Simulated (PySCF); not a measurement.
# Vanadium: a sound run and one with changed settings

Sound run: V+ [Ar] 3d4, V(2+) [Ar] 3d3. All numbers are calculated (PySCF 2.14, scalar relativity by spin-free X2C-1e, in cc-pVTZ-DK (7s6p4d2f1g, 68 functions)). In the sound run the correlated levels freeze [Ar]. The sound run starts from symmetry-adapted Hartree-Fock orbitals and uses a fine grid where one is needed.

Changed run: no relativity, point nucleus. This setting is unsound on purpose.

| species | method | sound run (hartree) | changed run (hartree) | converged |
| --- | --- | --- | --- | --- |
| V+ | UHF | -947.91564 | -940.52288 | yes |
| V+ | BP86 | -949.06854 | -941.68008 | yes |
| V+ | MP2 | -947.96113 | -940.56806 | yes |
| V(2+) | UHF | -947.43157 | -940.03344 | yes |
| V(2+) | BP86 | -948.50448 | -941.11139 | yes |
| V(2+) | MP2 | -947.44950 | -940.05127 | yes |

Ionisation energy of V+:

| method | sound run (eV) | changed run (eV) |
| --- | --- | --- |
| UHF | 13.172 | 13.318 |
| M06-L | n/a | 14.652 |
| BP86 | 15.349 | 15.475 |
| MP2 | 13.922 | 14.062 |
| SCS-MP2 | 13.422 | 13.566 |

Most of the change in total energy is the relativistic energy itself. On top of that the contraction fixes the core shape for the Hamiltonian it was made with, so the changed run is not a good calculation with the other Hamiltonian either.

For comparison, NIST gives 14.634 ± 0.007 eV between the lowest levels.
